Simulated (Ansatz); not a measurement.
Steps of a relaxation of `OC1(F)[SiH2][SiH2]1` with RKS PBE-D4/def2-SVP.

```sh
$ ansatz run in.yaml --threads 4 --pin off --events-out ev --progress --plain --max-ram 10444MiB
```

```yaml
crystal:
  periodic: [false, false, false]
  atoms:
    - {symbol: O, position_ang: [-1.615700, 0.817400, 0.401900]}
    - {symbol: C, position_ang: [-0.460600, 0.451100, -0.316500]}
    - {symbol: F, position_ang: [-0.439200, 1.092800, -1.579300]}
    - {symbol: Si, position_ang: [-0.194000, -1.330500, -0.455300]}
    - {symbol: Si, position_ang: [1.062400, 0.690100, 0.623600]}
    - {symbol: H, position_ang: [-2.166600, 1.502800, -0.166000]}
    - {symbol: H, position_ang: [0.841800, -1.860000, -1.328100]}
    - {symbol: H, position_ang: [-0.410000, -2.149500, 0.769000]}
    - {symbol: H, position_ang: [1.100800, 0.221700, 2.089200]}
    - {symbol: H, position_ang: [2.364300, 0.513100, -0.035700]}
basis:
  gaussian: {orbitals: def2-SVP}
hamiltonian: {xc: pbe, dispersion: d4}
relax: {f_tol: 0.03, max_steps: 200}
```

Positions (Å) and forces (eV/Å) along the path, 13 of 14 steps:

```xyz
10
step=1 energy=-21610.7003 eV
O    -1.616    0.817    0.402   -1.380    1.386   -1.043
C    -0.461    0.451   -0.317   -2.775    2.404   -1.420
F    -0.439    1.093   -1.579    0.150   -0.124    0.199
Si   -0.194   -1.331   -0.455   -0.052   -1.984    0.434
Si    1.062    0.690    0.624    1.806   -0.018    2.088
H    -2.167    1.503   -0.166    1.653   -1.764    1.223
H     0.842   -1.860   -1.328    0.633   -0.076   -0.557
H    -0.410   -2.150    0.769   -0.152    0.034    0.144
H     1.101    0.222    2.089   -0.247    0.230   -0.628
H     2.364    0.513   -0.036    0.366   -0.088   -0.440
10
step=2 energy=-21611.0621 eV
O    -1.641    0.819    0.411   -0.287    0.485   -0.636
C    -0.492    0.478   -0.322   -1.395    1.282   -0.809
F    -0.450    1.117   -1.579   -0.099   -0.141    0.366
Si   -0.170   -1.346   -0.435    0.177   -1.018    0.176
Si    1.091    0.668    0.629    0.923   -0.072    0.823
H    -2.139    1.484   -0.141    0.541   -0.595    0.469
H     0.926   -1.810   -1.325    0.137   -0.001   -0.109
H    -0.448   -2.141    0.801   -0.036    0.005   -0.019
H     1.034    0.227    2.070   -0.004    0.084   -0.194
H     2.373    0.454   -0.106    0.042   -0.029   -0.067
10
step=3 energy=-21611.1684 eV
O    -1.678    0.833    0.392    0.359   -0.269   -0.116
C    -0.535    0.510   -0.340   -0.301    0.227   -0.253
F    -0.504    1.145   -1.586   -0.074   -0.139    0.371
Si   -0.138   -1.363   -0.416    0.166   -0.022    0.088
Si    1.113    0.642    0.637    0.109   -0.115   -0.026
H    -2.140    1.506   -0.135   -0.132    0.254   -0.101
H     0.992   -1.786   -1.301   -0.077   -0.011    0.002
H    -0.462   -2.166    0.803   -0.023   -0.009   -0.037
H     1.053    0.231    2.071   -0.013    0.031    0.057
H     2.380    0.396   -0.122   -0.015    0.052    0.016
10
step=4 energy=-21611.2048 eV
O    -1.685    0.824    0.377    0.059   -0.321   -0.011
C    -0.552    0.501   -0.351    0.032    0.084   -0.031
F    -0.519    1.140   -1.579   -0.075   -0.017   -0.036
Si   -0.103   -1.365   -0.395    0.261    0.129    0.233
Si    1.109    0.616    0.635    0.005   -0.272   -0.112
H    -2.109    1.545   -0.117   -0.123    0.318   -0.050
H     0.986   -1.800   -1.321   -0.113   -0.038   -0.064
H    -0.471   -2.196    0.789   -0.084   -0.056   -0.056
H     1.044    0.270    2.083    0.009    0.066    0.100
H     2.384    0.414   -0.119    0.030    0.109    0.027
10
step=5 energy=-21611.2969 eV
O    -1.700    0.795    0.356   -0.108   -0.041   -0.211
C    -0.553    0.496   -0.358    0.015   -0.156   -0.015
F    -0.530    1.123   -1.590   -0.026    0.024   -0.046
Si   -0.069   -1.377   -0.368    0.576    0.427    0.465
Si    1.121    0.597    0.644   -0.157   -0.688   -0.279
H    -2.080    1.582   -0.087    0.061    0.105    0.182
H     0.940   -1.848   -1.372   -0.234   -0.019   -0.030
H    -0.526   -2.251    0.759   -0.102   -0.013   -0.175
H     1.058    0.336    2.114    0.012    0.172    0.031
H     2.422    0.495   -0.096   -0.036    0.189    0.077
10
step=6 energy=-21611.5712 eV
O    -1.722    0.757    0.324   -0.241    0.190   -0.439
C    -0.565    0.471   -0.375    0.156   -0.221    0.132
F    -0.530    1.101   -1.602   -0.075    0.030   -0.196
Si    0.000   -1.396   -0.320    0.755    0.575    0.692
Si    1.124    0.534    0.647   -0.147   -1.059   -0.310
H    -2.003    1.640   -0.014    0.126   -0.111    0.373
H     0.879   -1.906   -1.433   -0.381   -0.009   -0.002
H    -0.603   -2.325    0.702   -0.099    0.040   -0.337
H     1.055    0.462    2.145    0.036    0.278   -0.076
H     2.448    0.611   -0.071   -0.130    0.287    0.163
10
step=7 energy=-21611.9372 eV
O    -1.741    0.697    0.269   -0.106    0.857   -0.487
C    -0.558    0.434   -0.391    0.418   -0.555    0.381
F    -0.510    1.050   -1.623   -0.010    0.035   -0.256
Si    0.087   -1.427   -0.252    0.140    0.230    0.229
Si    1.150    0.446    0.666   -0.094   -0.415   -0.192
H    -1.890    1.670    0.101    0.028   -0.665    0.473
H     0.745   -1.971   -1.510   -0.289    0.082    0.245
H    -0.725   -2.404    0.594    0.171    0.224   -0.332
H     1.059    0.656    2.166    0.039    0.114   -0.290
H     2.466    0.796   -0.017   -0.298    0.094    0.230
10
step=8 energy=-21612.0188 eV
O    -1.748    0.661    0.209    0.320    1.473   -0.146
C    -0.537    0.393   -0.408    0.116   -0.237    0.274
F    -0.455    0.996   -1.657    0.060   -0.092   -0.097
Si    0.116   -1.438   -0.222   -0.430   -0.389   -0.423
Si    1.143    0.383    0.662    0.237    0.686    0.175
H    -1.772    1.673    0.257   -0.153   -1.324    0.180
H     0.644   -1.998   -1.523    0.014    0.067    0.199
H    -0.765   -2.418    0.521    0.150    0.118   -0.012
H     1.032    0.776    2.125   -0.045   -0.138   -0.235
H     2.425    0.920    0.038   -0.268   -0.163    0.084
10
step=9 energy=-21612.0793 eV
O    -1.714    0.715    0.214    0.077   -0.033   -0.407
C    -0.529    0.400   -0.422    0.063   -0.200   -0.204
F    -0.410    0.882   -1.742   -0.208    0.156    0.363
Si    0.091   -1.434   -0.253   -0.099   -0.120    0.013
Si    1.107    0.431    0.632    0.222   -0.059    0.042
H    -1.681    1.667    0.434   -0.034    0.077    0.078
H     0.681   -2.024   -1.504   -0.054    0.082    0.026
H    -0.770   -2.395    0.514    0.065    0.021    0.069
H     0.934    0.737    2.089   -0.042    0.072    0.037
H     2.375    0.971    0.040    0.011    0.004   -0.017
10
step=10 energy=-21612.0569 eV rejected
O    -1.722    0.709    0.128    0.035    0.036    0.428
C    -0.518    0.378   -0.453   -0.056    0.477   -0.097
F    -0.384    0.988   -1.701    0.080   -0.229   -0.263
Si    0.083   -1.452   -0.265   -0.051   -0.051   -0.073
Si    1.109    0.409    0.626    0.044   -0.056    0.110
H    -1.621    1.599    0.531   -0.126   -0.134   -0.156
H     0.600   -2.027   -1.550    0.107   -0.038    0.070
H    -0.685   -2.416    0.592   -0.081    0.023   -0.060
H     0.812    0.856    2.030    0.108   -0.106    0.059
H     2.410    0.906    0.066   -0.059    0.077   -0.019
10
step=11 energy=-21612.0817 eV
O    -1.733    0.709    0.156    0.214   -0.096   -0.100
C    -0.515    0.400   -0.441   -0.184   -0.273    1.003
F    -0.369    0.937   -1.684   -0.025    0.447   -0.997
Si    0.066   -1.446   -0.268    0.020    0.061    0.082
Si    1.130    0.393    0.636   -0.121    0.039    0.065
H    -1.704    1.636    0.471    0.078   -0.051   -0.053
H     0.660   -2.030   -1.512    0.009   -0.030   -0.044
H    -0.749   -2.399    0.552   -0.018   -0.018    0.021
H     0.918    0.788    2.070    0.041   -0.046    0.023
H     2.379    0.962    0.024   -0.013   -0.032    0.001
10
step=13 energy=-21612.1073 eV
O    -1.724    0.698    0.166    0.030   -0.038   -0.034
C    -0.520    0.399   -0.438   -0.005    0.021   -0.005
F    -0.402    0.952   -1.716   -0.013   -0.002    0.015
Si    0.078   -1.440   -0.263   -0.003    0.001    0.001
Si    1.120    0.408    0.637    0.007    0.000    0.017
H    -1.692    1.634    0.452   -0.006    0.015    0.009
H     0.666   -2.033   -1.508   -0.007    0.001    0.004
H    -0.752   -2.386    0.555   -0.002    0.005   -0.001
H     0.926    0.767    2.083    0.002   -0.001   -0.003
H     2.383    0.950    0.034   -0.003   -0.002   -0.006
10
step=14 energy=-21612.1075 eV
O    -1.725    0.689    0.159   -0.004    0.008    0.009
C    -0.516    0.402   -0.440    0.010   -0.003   -0.015
F    -0.395    0.962   -1.714   -0.009   -0.004    0.010
Si    0.080   -1.439   -0.262   -0.003    0.009   -0.012
Si    1.122    0.410    0.638   -0.006   -0.007    0.016
H    -1.705    1.622    0.457    0.009   -0.010   -0.009
H     0.665   -2.040   -1.505   -0.002   -0.001    0.006
H    -0.762   -2.374    0.555    0.006    0.006   -0.003
H     0.936    0.767    2.085    0.001    0.004    0.004
H     2.383    0.950    0.030   -0.003   -0.001   -0.005
```

Run time 100 s (4 threads of a server CPU on a shared host); peak host memory 0.17 GiB.
